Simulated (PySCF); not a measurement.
Input of a response calculation (the driver script's job line, then coordinates in Å):

```
{"job": {"kind": "uv", "xc": "CAM-B3LYP", "basis": "def2-SVPD", "ip": false, "nstates": 15}, "charge": 0, "multiplicity": 1}
Al    -0.184541    -0.368062     0.016276
C      1.790792    -0.395292     0.002923
C      2.410253    -0.334778     1.405289
H      2.156603     0.459818    -0.594670
H      2.147484    -1.301307    -0.519299
H      3.513417    -0.335615     1.380163
H      2.110664     0.575779     1.951742
H      2.110848    -1.194562     2.028480
C     -1.150512     1.355132     0.016125
C     -1.669094     1.762347    -1.369403
H     -0.492339     2.148915     0.413002
H     -2.001790     1.292292     0.718815
H     -2.220230     2.717935    -1.349468
H     -0.850365     1.887906    -2.098276
H     -2.358320     1.010585    -1.789971
C     -1.190313    -2.055283    -0.010004
H     -1.339029    -2.387114    -1.054242
H     -2.193389    -1.972244     0.438771
H     -0.652919    -2.873003     0.498357
```

The program printed:

```
coarse grid: 15120 points
cycle   1  E = -440.3233148030  dE =  1.041e-01  |g| = 4.590e-01  |ddm| = 5.169e+00
cycle   2  E = -440.3388997403  dE = -1.558e-02  |g| = 4.039e-01  |ddm| = 1.069e+00
cycle   3  E = -440.3820758771  dE = -4.318e-02  |g| = 2.312e-02  |ddm| = 5.025e-01
cycle   4  E = -440.3822720594  dE = -1.962e-04  |g| = 7.257e-03  |ddm| = 6.943e-02
cycle   5  E = -440.3822856236  dE = -1.356e-05  |g| = 2.778e-03  |ddm| = 1.517e-02
cycle   6  E = -440.3822878414  dE = -2.218e-06  |g| = 4.181e-04  |ddm| = 4.166e-03
final grid: 137768 points
cycle   7  E = -440.4578006719  dE = -3.117e-05  |g| = 3.597e-03  |ddm| = 5.983e-02
cycle   8  E = -440.4578012878  dE = -6.158e-07  |g| = 3.318e-03  |ddm| = 1.064e-02
cycle   9  E = -440.4578041292  dE = -2.841e-06  |g| = 1.053e-04  |ddm| = 4.024e-03
cycle  10  E = -440.4578041343  dE = -5.082e-09  |g| = 3.937e-05  |ddm| = 4.307e-04
cycle  11  E = -440.4578041348  dE = -5.051e-10  |g| = 1.586e-05  |ddm| = 8.629e-05
converged SCF energy = -440.4578041348

Static polarisability (au): isotropic 88.326, principal 77.461 89.627 97.891

Singlet excitations
state   eV       nm        f      main configurations
  1   5.0857    243.8   0.00086   H->L 0.96
  2   5.4388    228.0   0.00195   H-1->L 0.95
  3   6.1542    201.5   0.05068   H->L+1 0.92
  4   6.4697    191.6   0.07960   H-1->L+1 0.90
  5   7.3381    169.0   0.01669   H->L+2 0.82
  6   7.4302    166.9   0.01290   H->L+3 0.67, H-1->L+2 0.16
  7   7.6473    162.1   0.03258   H->L+4 0.64, H-1->L+3 0.19
  8   7.7990    159.0   0.00235   H-1->L+2 0.44, H-1->L+4 0.32, H->L+3 0.09
  9   7.9372    156.2   0.02238   H->L+5 0.57, H-1->L+2 0.14, H-1->L+4 0.10
 10   7.9824    155.3   0.01893   H-2->L 0.52, H-1->L+3 0.10, H->L+5 0.10
 11   7.9901    155.2   0.02981   H-2->L 0.34, H-3->L 0.19, H-1->L+3 0.17
 12   8.0589    153.8   0.00591   H-3->L 0.50, H-1->L+3 0.20
 13   8.1121    152.8   0.00152   H-1->L+4 0.30, H->L+5 0.11, H-1->L+6 0.10
 14   8.1395    152.3   0.00017   H-4->L 0.57, H->L+6 0.09, H-3->L 0.08
 15   8.2998    149.4   0.01066   H->L+6 0.38, H-4->L 0.19

Triplet excitations (Tamm-Dancoff, eV): 4.8009 5.1460 5.8631 6.1341
```

Method used: TDDFT CAM-B3LYP/def2-SVPD, vertical, gas phase, core orbitals frozen in the response in PySCF 2.14.0, density-fitted response routines. The structure is a single PBE0-D3(BJ)/def2-SVP conformer in the gas phase; no vibrational or solvent corrections.

(1) What is the polarisability anisotropy, √(½[(α1 − α2)² + (α2 − α3)² + (α3 − α1)²])?

(2) How much of the mean polarisability do the listed states account for?

(3) Give the energy of state 9 in hartree, cm⁻¹ and kJ/mol.

(4) How many basis functions and electrons does this run hold?

(5) What is the gap between the lowest singlet and the lowest triplet?

(6) Which species is it?

Answers

(1) 17.80 au.

(2) The sum over states Σ f/ΔE² (ΔE in hartree) gives 4.35 au, 5% of the total; the rest comes from higher roots of the same response equations.

(3) 0.29169 hartree, 64018 cm⁻¹, 765.8 kJ/mol.

(4) 228 basis functions for 56 electrons in 28 doubly occupied orbitals.

(5) 5.0857 − 4.8009 = 0.2848 eV (full response against Tamm–Dancoff).

(6) `[CH3][Al]([CH2]C)[CH2]C` (AlEt2Me) (C5H13Al).

The SCF starts on a coarse grid; the energy jumps when the final grid takes over, and dE counts afresh there. H and L stand for HOMO and LUMO.
